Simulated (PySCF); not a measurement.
Basis-set dependence of population analyses: `C[B@@H-]1[NH2+][BH2-][PH2+]1`

CH10B2NP.
Cartesian coordinates in Å at the PBE0-D3(BJ)/def2-SVP level; atoms count from 1:
```xyz
15
CH10B2NP angstrom
C      1.9707    0.1694   -0.3822
B      0.5508    0.4936    0.2720
N     -0.1785   -0.7643    0.9683
B     -1.6647   -0.6233    0.3804
P     -1.0362    0.7200   -0.9350
H      2.7121   -0.0911    0.3941
H      1.9459   -0.6665   -1.1034
H      2.3689    1.0460   -0.9175
H      0.5057    1.4417    1.0401
H      0.2514   -1.6461    0.6916
H     -0.1463   -0.7263    1.9854
H     -2.4028   -0.0827    1.1806
H     -2.0919   -1.6525   -0.1049
H     -0.9460    0.3380   -2.2951
H     -1.6767    1.9752   -1.0206
```

PBE0 throughout (PySCF), one geometry, spherical d and f functions. One conformer (not necessarily the lowest) at the PBE0-D3(BJ)/def2-SVP geometry, without solvent, vibrations or thermal averaging. Atoms taken as equivalent share a column and are averaged. The first 7 of 13 kinds of atom are listed.

Mulliken charges (e):

| basis | functions | C1 | B2 | N3 | B4 | P5 | H6/H7/H8 | H9 |
| --- | --- | --- | --- | --- | --- | --- | --- | --- |
| STO-3G | 39 | -0.326 | +0.094 | -0.410 | -0.015 | +0.323 | +0.056 | -0.080 |
| 6-31G | 69 | -0.645 | +0.251 | -0.881 | +0.026 | +0.095 | +0.149 | -0.014 |
| pcSseg-0 | 69 | -0.947 | +0.331 | -0.914 | -0.043 | -0.335 | +0.214 | +0.117 |
| 6-31G* | 94 | -0.655 | +0.185 | -0.789 | -0.043 | -0.004 | +0.159 | -0.008 |
| cc-pVDZ | 124 | -0.123 | -0.143 | +0.028 | -0.189 | +0.058 | +0.032 | -0.017 |
| def2-SVP | 124 | -0.128 | -0.114 | -0.091 | -0.153 | +0.018 | +0.038 | -0.010 |
| 6-311+G(2d,p) | 203 | -0.667 | +0.157 | -0.637 | -0.157 | +0.175 | +0.144 | +0.004 |
| aug-cc-pVDZ | 209 | +0.624 | -0.173 | -0.181 | -1.367 | -0.608 | -0.293 | +0.746 |
| def2-TZVP | 221 | -0.453 | -0.046 | -0.263 | -0.199 | -0.048 | +0.117 | +0.001 |
| IGLO-III | 284 | -0.511 | +0.097 | -0.459 | -0.078 | +0.374 | +0.102 | -0.024 |
| cc-pVTZ | 294 | -0.394 | -0.108 | +0.040 | -0.299 | +0.065 | +0.093 | +0.018 |
| pcSseg-2 | 327 | -0.205 | +0.163 | -0.359 | +0.002 | +0.118 | +0.023 | -0.028 |

IAO charges (e):

```tsv
basis	functions	C1	B2	N3	B4	P5	H6/H7/H8	H9
STO-3G	39	-0.514	-0.122	-0.357	-0.260	+0.447	+0.121	-0.011
6-31G	69	-0.557	-0.101	-0.416	-0.296	+0.311	+0.139	0.000
pcSseg-0	69	-0.549	-0.113	-0.399	-0.303	+0.280	+0.138	+0.003
6-31G*	94	-0.540	-0.112	-0.405	-0.300	+0.406	+0.133	-0.004
cc-pVDZ	124	-0.540	-0.120	-0.398	-0.321	+0.407	+0.133	-0.002
def2-SVP	124	-0.531	-0.123	-0.392	-0.316	+0.419	+0.130	-0.005
6-311+G(2d,p)	203	-0.558	-0.123	-0.415	-0.325	+0.427	+0.138	-0.001
aug-cc-pVDZ	209	-0.556	-0.118	-0.410	-0.320	+0.402	+0.137	-0.002
def2-TZVP	221	-0.558	-0.123	-0.415	-0.324	+0.429	+0.138	-0.001
IGLO-III	284	-0.560	-0.123	-0.416	-0.325	+0.429	+0.139	-0.001
cc-pVTZ	294	-0.559	-0.120	-0.415	-0.322	+0.415	+0.139	-0.002
pcSseg-2	327	-0.559	-0.121	-0.416	-0.323	+0.424	+0.138	-0.002
```

Hirshfeld charges (e):

```json
{"basis": "STO-3G", "functions": "39", "C1": "-0.127", "B2": "+0.016", "N3": "-0.060", "B4": "-0.029", "P5": "+0.266", "H6/H7/H8": "+0.001", "H9": "-0.108"}
{"basis": "6-31G", "functions": "69", "C1": "-0.185", "B2": "+0.019", "N3": "-0.095", "B4": "-0.041", "P5": "+0.160", "H6/H7/H8": "+0.026", "H9": "-0.084"}
{"basis": "pcSseg-0", "functions": "69", "C1": "-0.197", "B2": "+0.020", "N3": "-0.093", "B4": "-0.042", "P5": "+0.185", "H6/H7/H8": "+0.025", "H9": "-0.089"}
{"basis": "6-31G*", "functions": "94", "C1": "-0.184", "B2": "+0.012", "N3": "-0.095", "B4": "-0.046", "P5": "+0.162", "H6/H7/H8": "+0.026", "H9": "-0.082"}
{"basis": "cc-pVDZ", "functions": "124", "C1": "-0.200", "B2": "+0.017", "N3": "-0.105", "B4": "-0.044", "P5": "+0.185", "H6/H7/H8": "+0.028", "H9": "-0.085"}
{"basis": "def2-SVP", "functions": "124", "C1": "-0.205", "B2": "+0.014", "N3": "-0.107", "B4": "-0.049", "P5": "+0.200", "H6/H7/H8": "+0.029", "H9": "-0.086"}
{"basis": "6-311+G(2d,p)", "functions": "203", "C1": "-0.205", "B2": "+0.020", "N3": "-0.137", "B4": "-0.036", "P5": "+0.188", "H6/H7/H8": "+0.029", "H9": "-0.077"}
{"basis": "aug-cc-pVDZ", "functions": "209", "C1": "-0.212", "B2": "+0.022", "N3": "-0.138", "B4": "-0.038", "P5": "+0.182", "H6/H7/H8": "+0.031", "H9": "-0.076"}
{"basis": "def2-TZVP", "functions": "221", "C1": "-0.208", "B2": "+0.020", "N3": "-0.132", "B4": "-0.039", "P5": "+0.183", "H6/H7/H8": "+0.030", "H9": "-0.078"}
{"basis": "IGLO-III", "functions": "284", "C1": "-0.213", "B2": "+0.022", "N3": "-0.140", "B4": "-0.039", "P5": "+0.192", "H6/H7/H8": "+0.030", "H9": "-0.078"}
{"basis": "cc-pVTZ", "functions": "294", "C1": "-0.208", "B2": "+0.021", "N3": "-0.129", "B4": "-0.039", "P5": "+0.182", "H6/H7/H8": "+0.030", "H9": "-0.079"}
{"basis": "pcSseg-2", "functions": "327", "C1": "-0.212", "B2": "+0.022", "N3": "-0.139", "B4": "-0.039", "P5": "+0.185", "H6/H7/H8": "+0.031", "H9": "-0.076"}
```

Some averages cover members that differ in this geometry, most widely: H6/H7/H8, Mulliken in aug-cc-pVDZ -0.320 to -0.249; H6/H7/H8, Mulliken in 6-31G +0.134 to +0.164; H6/H7/H8, Mulliken in 6-31G* +0.145 to +0.174; H6/H7/H8, Mulliken in IGLO-III +0.086 to +0.115 e.

Task: Which scheme is steadiest as the basis changes?

Result: Largest range over the bases for any column: Hirshfeld 0.11 e, IAO 0.17 e, Mulliken 1.57 e. Hirshfeld charges move least and Mulliken charges most, counted in e. Without the minimal STO-3G basis the ranges are Hirshfeld 0.05, IAO 0.15, Mulliken 1.57 e.

Task: How much do the charges still move between the two largest bases, cc-pVTZ and pcSseg-2?

Result: At most, over all atoms: Mulliken 0.399 e, IAO 0.009 e, Hirshfeld 0.010 e.

Task: What do the same runs give for the total energy, the frontier levels and the dipole moment?

Result: 
```tsv
basis	energy (Eh)	HOMO (eV)	LUMO (eV)	μ (D)
STO-3G	-484.0535	-5.15	6.61	0.88
6-31G	-489.5652	-7.02	1.28	1.15
pcSseg-0	-488.9269	-7.36	0.91	1.06
6-31G*	-489.6258	-6.93	1.01	1.13
cc-pVDZ	-489.6610	-7.00	0.73	1.05
def2-SVP	-489.4461	-7.05	0.74	1.05
6-311+G(2d,p)	-489.7083	-7.11	-0.26	0.94
aug-cc-pVDZ	-489.6709	-7.09	-0.35	0.95
def2-TZVP	-489.7191	-7.09	0.27	0.98
IGLO-III	-489.7265	-7.10	0.07	0.95
cc-pVTZ	-489.7216	-7.10	0.35	0.99
pcSseg-2	-489.7292	-7.11	0.02	0.97
```

The dipole is fixed by the density alone, so its range of 0.27 D shows that the density itself changes with the basis, not only its division among atoms.
